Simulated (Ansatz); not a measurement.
One geometry of PPPSb tetrahedron (SbP₃), several levels of theory.

```yaml
crystal:
  periodic: [false, false, false]
  atoms:
    - {symbol: P, position_ang: [-0.399984, -0.651549, -1.161598]}
    - {symbol: P, position_ang: [-0.840037, 1.101559, 0.121441]}
    - {symbol: P, position_ang: [-0.342136, -0.850953, 1.045348]}
    - {symbol: Sb, position_ang: [1.582157, 0.400943, -0.005191]}
basis:
  gaussian: {orbitals: def2-TZVP, initial_orbitals: start.molden}
hamiltonian: {xc: {name: wB97X-V}}
scf: {omitted_lower_state_checks: [starts]}
output: {orbitals: {seedname: orbitals}}
```

The file start.molden holds the orbitals of an earlier run on this structure, at another level or in another basis.

```sh
$ ansatz run in.yaml --threads 4 --pin off --events-out ev --progress --plain --max-ram 3916MiB
```

It prints (some lines left out):

```
Functional definition: wB97X-V
1246 factors; their error is unknown
216 factors; integrals over basis functions are off by at most 4.6e-5 eV
mean field evaluation 1: about -34400.9810 eV, gradient 4.6e0 eV
mean field evaluation 2: about -34401.0754 eV, gradient 8.6e-2 eV
mean field evaluation 4: about -34401.1992 eV, gradient 1.8e-4 eV
mean field -34401.19915492 eV, -1264.2207509730 hartree, gradient 2.0e-5 eV, S^2 0.000000; 0 other end points of the search recorded, 0 dependent functions left out
reference -34401.19915334 eV, -1264.2207509151 hartree; 34, 34 occupied and 127, 127 virtual orbitals, 1246 factors
Total energy: -34401.19915334 eV, -1264.2207509151 hartree
Checks for a lower state left out: starts
```

Hardware: 4 threads of Intel Xeon on a shared host. Wall time 15 s.

First input, but with `gaussian: {orbitals: def2-SVP, initial_orbitals: start.molden}`, `hamiltonian: {xc: pbe, dispersion: d4}` (abridged; 2.8 s):

```
Functional definition: PBE
mean field -34384.09166904 eV, -1263.5920624628 hartree, gradient 1.1e-5 eV, S^2 0.000000
Total energy: -34384.35989034 eV, -1263.6019194139 hartree
Checks for a lower state left out: starts
```

First input, but with `hamiltonian: {xc: r2scan, dispersion: d4}`, `output: {forces: true, orbitals: {seedname: orbitals}}` (abridged; 11 s):

```
Functional definition: r2SCAN
mean field -34407.27984500 eV, -1264.4442122120 hartree, gradient 1.3e-5 eV, S^2 0.000000
Total energy: -34407.32863525 eV, -1264.4460052204 hartree
Atom 0 force     0.090173     0.177048     0.327378 eV/Å
Atom 1 force     0.214449    -0.316456    -0.033197 eV/Å
Atom 2 force     0.073418     0.234973    -0.295437 eV/Å
Atom 3 force    -0.378040    -0.095565     0.001256 eV/Å
Dipole moment:     0.279236     0.070763    -0.000917 e Å
Checks for a lower state left out: starts
```

As the first input, with `gaussian: {orbitals: def2-TZVPP, initial_orbitals: start.molden}`, `correlation: {method: ccsd_t}` and without the key `hamiltonian` (abridged; 72 s):

```
Functional definition: HF
mean field -34328.56266356 eV, -1261.5514091502 hartree, gradient 3.0e-6 eV, S^2 0.000000
19 core orbitals not correlated: weight in the atoms' cores, before any rotation towards them, 1.000 or more for the frozen orbitals, at most 0.000 for the correlated occupied ones
second order -21.61908166 eV of doubles, -0.00000000 eV of singles
cycle   1  -20.34687033 eV  change     1.3e0 eV  update   1.6e-1
cycle   2  -21.17518348 eV  change   -8.3e-1 eV  update   5.3e-2
cycle   3  -21.31647353 eV  change   -1.4e-1 eV  update   2.1e-2
cycle   4  -21.29567460 eV  change    2.1e-2 eV  update   5.8e-3
cycle   5  -21.29797816 eV  change   -2.3e-3 eV  update   3.0e-3
cycle   6  -21.29860628 eV  change   -6.3e-4 eV  update   8.9e-4
cycle   7  -21.29766420 eV  change    9.4e-4 eV  update   4.1e-4
cycle   8  -21.29762611 eV  change    3.8e-5 eV  update   1.2e-4
cycle   9  -21.29767096 eV  change   -4.5e-5 eV  update   3.3e-5
cycle  10  -21.29763821 eV  change    3.3e-5 eV  update   1.1e-5
perturbative correction -1.36278091 eV, -0.0500812747 hartree
Total energy: -34351.22308268 eV, -1262.3841641931 hartree
Checks for a lower state left out: starts
```

As the first input, with `hamiltonian: {xc: pbe, dispersion: d4}` (abridged; 6 s):

```
Functional definition: PBE
mean field -34394.22795364 eV, -1263.9645640514 hartree, gradient 2.0e-5 eV, S^2 0.000000
Total energy: -34394.49618393 eV, -1263.9744213325 hartree
Checks for a lower state left out: starts
```

First input, but with `hamiltonian: {xc: {name: B3LYP}, dispersion: d4}` (abridged; 8.5 s):

```
Functional definition: B3LYP
mean field -34409.85355084 eV, -1264.5387941569 hartree, gradient 1.6e-5 eV, S^2 0.000000
Total energy: -34410.30619072 eV, -1264.5554283656 hartree
Checks for a lower state left out: starts
```

The first input with `hamiltonian: {xc: lda}` (abridged; 4.9 s):

```
Functional definition: SPW92
mean field -34295.06248408 eV, -1260.3203002617 hartree, gradient 1.1e-5 eV, S^2 0.000000
Total energy: -34295.06251603 eV, -1260.3203014360 hartree
Checks for a lower state left out: starts
```

Geometry: PBE0-D4/def2-SVP.

In the def2 sets Sb takes a core potential; there is no spin–orbit coupling. B3LYP takes the VWN-RPA correlation. Correlated methods freeze 19 core orbitals; core or outer-core shells of Sb are correlated, in sets that lack core-valence functions.
